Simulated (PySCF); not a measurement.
H₅N₂OSTa, SMILES [Ta]([NH2])(=[S])([NH2])[OH], multiplicity 1.

Geometry optimised at PBE0-D3(BJ)/def2-SVP. The multiplicity is an assumed one; no other spin state was optimised. The structure was generated by enumeration; whether it is a known compound was not checked. The def2 effective core potentials stand for the cores of Ta; spin–orbit coupling is left out. Other conformers were not sampled.

Two levels are set side by side: PBE/def2-TZVP (PySCF) and CAM-B3LYP/def2-TZVP (PySCF). Same geometry, gas phase. Differences are taken from unrounded values.

```csv
quantity,CAM-B3LYP,PBE,PBE minus CAM-B3LYP
orbital gap (eV),8.64,4.28,-4.36
highest occupied level (eV),-8.45,-6.01,2.44
lowest empty level (eV),0.18,-1.73,-1.92
dipole moment (D),3.58,3.40,-0.18
mean polarisability (bohr³),78.2,82.0,3.8
```

PBE's occupied levels lie high since its potential decays too fast outside the molecule; exact exchange lowers them and widens the gap. Loosely held outer electrons make PBE densities more polarisable. Differences between two approximate levels are no errors against the true value.

Rough cost on one machine, each run with all the roots and properties that it gave: CAM-B3LYP against PBE within a factor of 2.
